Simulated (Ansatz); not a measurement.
Method: Ansatz (a first-principles code) with PBE0-D3(BJ)/def2-SVP. No frequencies were computed at this level.

Ansatz 0.2 input:
```yaml
crystal:
  periodic: [false, false, false]
  atoms:
    - { symbol: Al, position_ang: [0.004544, -0.043644, 0.002158] }
    - { symbol: Cl, position_ang: [1.511318, 0.351483, -1.334001] }
    - { symbol: Cl, position_ang: [-1.928474, 0.025617, -0.683747] }
    - { symbol: Cl, position_ang: [0.336996, 0.393084, 1.979672] }
    - { symbol: C, position_ang: [0.48052, -4.616825, 0.22825] }
    - { symbol: C, position_ang: [0.333656, -3.205782, 0.158489] }
    - { symbol: N, position_ang: [0.215204, -2.067686, 0.102224] }
    - { symbol: H, position_ang: [0.148926, -4.969032, 1.205258] }
    - { symbol: H, position_ang: [1.528281, -4.880932, 0.083352] }
    - { symbol: H, position_ang: [-0.122863, -5.084112, -0.550288] }
basis:
  gaussian: { orbitals: def2-svp }
hamiltonian:
  xc: pbe0
  dispersion: d3bj
relax:
  max_steps: 150
```

Output:

```
Functional definition: PBE0
1334 factors; integrals over basis functions are off by at most 4.4e-4 eV
mean field evaluation 1: about -47743.8394 eV, gradient 4.3e1 eV
mean field evaluation 2: about -47741.1531 eV, gradient 5.6e1 eV
mean field evaluation 4: about -47747.8403 eV, gradient 1.6e0 eV
mean field evaluation 8: about -47747.8843 eV, gradient 1.0e-1 eV
mean field -47747.88428190 eV, -1754.7023826816 hartree, gradient 4.4e-5 eV, S^2 0.000000; 0 other end points of the search recorded, 0 dependent functions left out
reference -47747.88431360 eV, -1754.7023838465 hartree; 43, 43 occupied and 86, 86 virtual orbitals, 1334 factors
relax step   1: F+E_penalty+E_count = -47748.16522714 eV  Δ(F+E_penalty+E_count) = +0.000e0 eV  max|allowed force component| = 1.121e0 eV/Å  Δτ_max = 0.0000 Å  (26 SCF iters, accepted)
these checks for a lower state are left out or cut short: starts, cluster_reference, orbital_swaps, neighbouring_geometries, increment
1334 factors; integrals over basis functions are off by at most 4.6e-4 eV
mean field evaluation 16: about -47747.9276 eV, gradient 6.6e0 eV
mean field -47748.02549196 eV, -1754.7075720555 hartree, gradient 1.4e-5 eV, S^2 0.000000; 0 other end points of the search recorded, 0 dependent functions left out
reference -47748.02552373 eV, -1754.7075732230 hartree; 43, 43 occupied and 86, 86 virtual orbitals, 1334 factors
relax step   2: F+E_penalty+E_count = -47748.29874229 eV  Δ(F+E_penalty+E_count) = -1.335e-1 eV  max|allowed force component| = 3.598e-1 eV/Å  Δτ_max = 0.0879 Å  (31 SCF iters, accepted)
these checks for a lower state are left out or cut short: starts, cluster_reference, orbital_swaps, neighbouring_geometries, increment
1334 factors; integrals over basis functions are off by at most 4.6e-4 eV
mean field -47748.03151935 eV, -1754.7077935581 hartree, gradient 1.4e-5 eV, S^2 0.000000; 0 other end points of the search recorded, 0 dependent functions left out
reference -47748.03155105 eV, -1754.7077947228 hartree; 43, 43 occupied and 86, 86 virtual orbitals, 1334 factors
relax step   3: F+E_penalty+E_count = -47748.30612668 eV  Δ(F+E_penalty+E_count) = -7.384e-3 eV  max|allowed force component| = 1.488e-1 eV/Å  Δτ_max = 0.0169 Å  (32 SCF iters, accepted)
these checks for a lower state are left out or cut short: starts, cluster_reference, orbital_swaps, neighbouring_geometries, increment
1334 factors; integrals over basis functions are off by at most 4.9e-4 eV
mean field evaluation 32: about -47748.0258 eV, gradient 1.9e-1 eV
mean field -47748.02592603 eV, -1754.7075880071 hartree, gradient 1.3e-5 eV, S^2 0.000000; 0 other end points of the search recorded, 0 dependent functions left out
reference -47748.02595755 eV, -1754.7075891654 hartree; 43, 43 occupied and 86, 86 virtual orbitals, 1334 factors
relax step   4: F+E_penalty+E_count = -47748.30155044 eV  Δ(F+E_penalty+E_count) = +4.576e-3 eV  max|allowed force component| = 1.131e0 eV/Å  Δτ_max = 0.0202 Å  (32 SCF iters, rejected (line search))
these checks for a lower state are left out or cut short: starts, cluster_reference, orbital_swaps, neighbouring_geometries, increment
1334 factors; integrals over basis functions are off by at most 4.6e-4 eV
mean field -47748.03254972 eV, -1754.7078314235 hartree, gradient 5.0e-6 eV, S^2 0.000000; 0 other end points of the search recorded, 0 dependent functions left out
reference -47748.03258137 eV, -1754.7078325865 hartree; 43, 43 occupied and 86, 86 virtual orbitals, 1334 factors
relax step   5: F+E_penalty+E_count = -47748.30762175 eV  Δ(F+E_penalty+E_count) = -1.495e-3 eV  max|allowed force component| = 3.599e-2 eV/Å  Δτ_max = 0.0098 Å  (25 SCF iters, accepted)
these checks for a lower state are left out or cut short: starts, cluster_reference, orbital_swaps, neighbouring_geometries, increment
1334 factors; integrals over basis functions are off by at most 4.6e-4 eV
mean field -47748.03238194 eV, -1754.7078252576 hartree, gradient 8.9e-6 eV, S^2 0.000000; 0 other end points of the search recorded, 0 dependent functions left out
reference -47748.03241356 eV, -1754.7078264194 hartree; 43, 43 occupied and 86, 86 virtual orbitals, 1334 factors
relax step   6: F+E_penalty+E_count = -47748.30781272 eV  Δ(F+E_penalty+E_count) = -1.910e-4 eV  max|allowed force component| = 7.113e-3 eV/Å  Δτ_max = 0.0053 Å  (24 SCF iters, accepted)
these checks for a lower state are left out or cut short: starts, cluster_reference, orbital_swaps, neighbouring_geometries, increment
1334 factors; integrals over basis functions are off by at most 4.6e-4 eV
mean field -47748.03215856 eV, -1754.7078170485 hartree, gradient 1.4e-5 eV, S^2 0.000000; 0 other end points of the search recorded, 0 dependent functions left out
reference -47748.03219017 eV, -1754.7078182102 hartree; 43, 43 occupied and 86, 86 virtual orbitals, 1334 factors
relax step   7: F+E_penalty+E_count = -47748.30758423 eV  Δ(F+E_penalty+E_count) = +2.285e-4 eV  max|allowed force component| = 1.423e-2 eV/Å  Δτ_max = 0.0286 Å  (31 SCF iters, rejected (line search))
relax step   8: F+E_penalty+E_count = -47748.30781272 eV  Δ(F+E_penalty+E_count) = +0.000e0 eV  max|allowed force component| = 7.113e-3 eV/Å  Δτ_max = 0.0000 Å  (24 SCF iters, accepted)
1334 factors; integrals over basis functions are off by at most 4.6e-4 eV
mean field evaluation 64: about -47748.0314 eV, gradient 5.9e-1 eV
mean field -47748.03238194 eV, -1754.7078252576 hartree, gradient 8.9e-6 eV, S^2 0.000000; 1 other end points of the search recorded, 0 dependent functions left out
reference -47748.03241356 eV, -1754.7078264194 hartree; 43, 43 occupied and 86, 86 virtual orbitals, 1334 factors
Total energy: -47748.30784434 eV, -1754.7179483140 hartree
Atom 0 at     0.009391    -0.090401     0.004486 Å, force    -0.000028     0.000117     0.000009 eV/Å
Atom 1 at     1.542772     0.402070    -1.364541 Å, force    -0.000525     0.000523     0.000739 eV/Å
Atom 2 at    -1.975868     0.068679    -0.703650 Å, force     0.000862     0.000656     0.000003 eV/Å
Atom 3 at     0.337850     0.444303     2.022956 Å, force    -0.000487     0.000476    -0.000846 eV/Å
Atom 4 at     0.482878    -4.639365     0.229353 Å, force    -0.000740     0.007113    -0.000347 eV/Å
Atom 5 at     0.333652    -3.205794     0.158503 Å, force     0.000347    -0.003258     0.000153 eV/Å
Atom 6 at     0.214717    -2.063259     0.102036 Å, force     0.000259    -0.002794     0.000167 eV/Å
Atom 7 at     0.153229    -4.995080     1.216194 Å, force     0.000715    -0.000888    -0.000013 eV/Å
Atom 8 at     1.538631    -4.907099     0.078479 Å, force    -0.000244    -0.001003    -0.000464 eV/Å
Atom 9 at    -0.129144    -5.111883    -0.552449 Å, force    -0.000159    -0.000943     0.000597 eV/Å
Dipole moment:     0.214652    -2.062449     0.101973 e Å
```

Cost: very roughly 60 core-seconds.
